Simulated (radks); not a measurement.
Task: Spherical quantum dot in the effective-mass picture: electrons in a parabolic well V = omega^2 r^2 / 2 with omega = 0.0569, with a point charge +1 (a donor) at the centre, all in effective atomic units (hartree* = m*/eps^2 hartree, bohr* = eps/m* bohr), one dielectric constant everywhere. Method: non-relativistic Kohn-Sham, LDA (Slater exchange, Perdew-Wang correlation), spin-polarised, spherical densities; computed with a radial shooting solver with Libxc functionals. Levels are named by radial order and angular momentum (1s, 1p, 1d, 2s, ...), and open shells are averaged over m. Results are scaled to m* = 0.478 and eps = 12.6, for which hartree* = 81.93 meV and bohr* = 1.395 nm. At N = 6 the configuration is 1s2 1p(up 3, down 0) 2s(up 1, down 0). Does electron 7 go into 1d up or 1p down or 2s down?

Result: Into 2s down. The total energies of the other choices lie higher by 0.240 meV (1p down), 0.881 meV (1d up).
